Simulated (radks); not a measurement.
Results of a calculation; reference values are marked as such.
Spherical quantum dot in the effective-mass picture: electrons in a parabolic well V = omega^2 r^2 / 2 with omega = 0.08, with a point charge +1 (a donor) at the centre, all in effective atomic units (hartree* = m*/eps^2 hartree, bohr* = eps/m* bohr), one dielectric constant everywhere. Level of theory: non-relativistic Kohn-Sham, PBE, spin-polarised, spherical densities (a radial shooting solver with Libxc functionals). Levels are named by radial order and angular momentum (1s, 1p, 1d, 2s, ...), and open shells are averaged over m.

N = 13, configuration 1s2 1p6 1d(up 3, down 0) 2s2. This is the lowest configuration that the search found (a dilute case). Occupied levels:

level    occupation  eigenvalue (hartree*)  <r> (bohr*)
1s up             1                 1.3323        4.750
1s down           1                 1.3328        3.945
1p up             3                 1.3632        9.510
2s up             1                 1.3637        7.195
2s down           1                 1.3717        7.712
1p down           3                 1.3727        9.208
1d up             3                 1.3882        10.09

Energy (hartree*): total 9.21161, kinetic 1.0388, external 0.76890, Hartree 9.0428, exchange-correlation -1.6389.

Electron density:

r (bohr*)  n(r) (e/bohr*^3)
0.823               0.07434
2.20               0.008598
3.57               0.001845
4.95               0.001145
6.33               0.001447
7.70               0.001804
9.08               0.001795
10.4               0.001340
11.8              0.0007032
13.2              0.0002435
14.6             0.00005825
15.9              9.896e-06
17.3              1.140e-06
